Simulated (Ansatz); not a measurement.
C₄H₁₀GeO (SMILES C=[CH][GeH2][O]CC), singlet, at a GFN2-xTB geometry; SC-NEVPT2/STO-3G, CASSCF(2,4) in Ansatz (a quantum-chemistry and plane-wave program).

The Ansatz input:
Ansatz 0.2 input:
```yaml
crystal:
  periodic: [false, false, false]
  atoms:
    - {symbol: Ge, position_ang: [0.43680084, 0.08412707, -0.65454014]}
    - {symbol: C, position_ang: [1.91300308, 0.34920224, 0.58603617]}
    - {symbol: C, position_ang: [3.17733116, 0.05388359, 0.33400497]}
    - {symbol: O, position_ang: [-0.90103521, -0.16621455, 0.45350073]}
    - {symbol: C, position_ang: [-2.26016408, -0.32872207, 0.10848322]}
    - {symbol: C, position_ang: [-3.10396239, -0.19777294, 1.36735749]}
    - {symbol: H, position_ang: [0.59647769, -1.11457393, -1.57085935]}
    - {symbol: H, position_ang: [0.08823752, 1.26806705, -1.54024653]}
    - {symbol: H, position_ang: [1.63885063, 0.75637985, 1.55110560]}
    - {symbol: H, position_ang: [3.48337046, -0.35797706, -0.61483084]}
    - {symbol: H, position_ang: [3.96296530, 0.21027506, 1.05835916]}
    - {symbol: H, position_ang: [-2.56384693, 0.42875636, -0.62583597]}
    - {symbol: H, position_ang: [-2.41452709, -1.31633978, -0.34404121]}
    - {symbol: H, position_ang: [-2.80147310, -0.94787634, 2.09334801]}
    - {symbol: H, position_ang: [-4.15506350, -0.33426981, 1.12710420]}
    - {symbol: H, position_ang: [-2.96158258, 0.78566417, 1.80788419]}
basis:
  gaussian:
    orbitals: STO-3G
magnetization: {spin_polarized: false}
correlation: {method: sc_nevpt2, electrons: all, active_space: {window: {electrons: 2, orbitals: 4}}}
```

Output, abridged:

```
Functional definition: HF
678 factors; integrals over basis functions are off by at most 4.0e-5 eV
mean field evaluation 1: about -62067.6014 eV, gradient 2.4e1 eV
mean field evaluation 2: about -62067.8420 eV, gradient 2.4e1 eV
mean field evaluation 4: about -62069.9559 eV, gradient 1.8e0 eV
mean field evaluation 8: about -62069.9696 eV, gradient 2.3e-4 eV
mean field -62069.96958889 eV, -2281.0293098553 hartree, gradient 2.9e-6 eV, S^2 0.000000; 0 other end points of the search recorded, 0 dependent functions left out; unrestricted orbitals would lower it
reference -62069.96958889 eV, -2281.0293098553 hartree; 37, 37 occupied and 16, 16 virtual orbitals, 678 factors
state -62071.12634940 eV, -2281.0718200199 hartree
state -62071.12634940 eV, -2281.0718200199 hartree; corrected -62078.21781077 eV, -2281.3324264184 hartree
Total energy: -62078.21781077 eV, -2281.3324264184 hartree
```
